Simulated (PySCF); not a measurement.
## Spin states of ZnSe

Unrestricted PBE0; basis Zn cc-pVTZ-PP with ECP10, Se cc-pVTZ-PP with ECP10; scalar-relativistic core potentials; PySCF 2.14. Outer shells of the fragments: Zn 3d10 4s2; Se 3d10 4s2 4p4.

Followed along the bond (rough minima from three points):

```json
{"2Ms+1": "1", "unpaired": "none", "⟨S²⟩ at the start": "0.00", "R at minimum (Å)": "2.17", "Te (eV)": "0.00"}
{"2Ms+1": "3", "unpaired": "σ ↑, π ↑", "⟨S²⟩ at the start": "2.01", "R at minimum (Å)": "2.38", "Te (eV)": "0.17"}
{"2Ms+1": "1", "unpaired": "σ ↓, π ↑", "⟨S²⟩ at the start": "1.01", "R at minimum (Å)": "2.37", "Te (eV)": "0.29"}
```

Solutions found at the starting distance of 2.305 Å, counted from the lowest of them; the search is not exhaustive and high or unbound solutions are not listed, so other states can lie among these:

```json
{"2Ms+1": "1", "unpaired": "none", "term": "¹Σ⁺", "E (eV)": "0.00", "⟨S²⟩": "0.00", "⟨Lz²⟩": "0.00", "μ (D)": "-5.13"}
{"2Ms+1": "3", "unpaired": "σ ↑, π ↑", "term": "³Π", "E (eV)": "0.08", "⟨S²⟩": "2.01", "⟨Lz²⟩": "1.01", "μ (D)": "-1.29"}
{"2Ms+1": "1", "unpaired": "σ ↓, π ↑", "term": "mixed", "E (eV)": "0.19", "⟨S²⟩": "1.01", "⟨Lz²⟩": "1.01", "μ (D)": "-1.38"}
{"2Ms+1": "3", "unpaired": "σ ↑↑", "term": "³Σ⁺", "E (eV)": "2.28", "⟨S²⟩": "2.01", "⟨Lz²⟩": "0.00", "μ (D)": "-2.82"}
{"2Ms+1": "3", "unpaired": "π ↑↑", "term": "³Σ⁻", "E (eV)": "2.44", "⟨S²⟩": "2.01", "⟨Lz²⟩": "0.00", "μ (D)": "4.04"}
{"2Ms+1": "1", "unpaired": "π ↑↓", "term": "mixed", "E (eV)": "2.83", "⟨S²⟩": "1.01", "⟨Lz²⟩": "2.02", "μ (D)": "4.01"}
{"2Ms+1": "3", "unpaired": "π ↑↑", "term": "mixed", "E (eV)": "3.51", "⟨S²⟩": "2.01", "⟨Lz²⟩": "2.01", "μ (D)": "-1.05"}
{"2Ms+1": "1", "unpaired": "π ↑↓", "term": "mixed", "E (eV)": "3.68", "⟨S²⟩": "1.05", "⟨Lz²⟩": "2.01", "μ (D)": "-0.96"}
{"2Ms+1": "3", "unpaired": "π ↑↑", "term": "mixed", "E (eV)": "3.70", "⟨S²⟩": "2.01", "⟨Lz²⟩": "2.01", "μ (D)": "-1.04"}
{"2Ms+1": "1", "unpaired": "none", "term": "mixed", "E (eV)": "4.06", "⟨S²⟩": "0.00", "⟨Lz²⟩": "2.01", "μ (D)": "3.95"}
{"2Ms+1": "3", "unpaired": "σ ↑, π ↑", "term": "³Π", "E (eV)": "5.99", "⟨S²⟩": "2.01", "⟨Lz²⟩": "1.00", "μ (D)": "-2.60"}
```

A term symbol is given only where ⟨S²⟩ and ⟨Lz²⟩ are close to those of a pure state; real π, δ and φ orbitals otherwise mix terms. A positive dipole means Zn(−)Se(+).

Task: Compare the gap between the two lowest followed solutions at the starting distance with the gap between their minima.

Result: At PBE0 the second solution (triplet, unpaired electrons σ ↑, π ↑) lies +0.08 eV from the first (singlet, closed shell) at 2.305 Å and +0.17 eV at the minima; the two curves relax by different amounts, since their minima lie near 2.38 and 2.17 Å.

Counting both spins, an empty level lies below a filled one in some of these solutions, because spin and occupation are held.
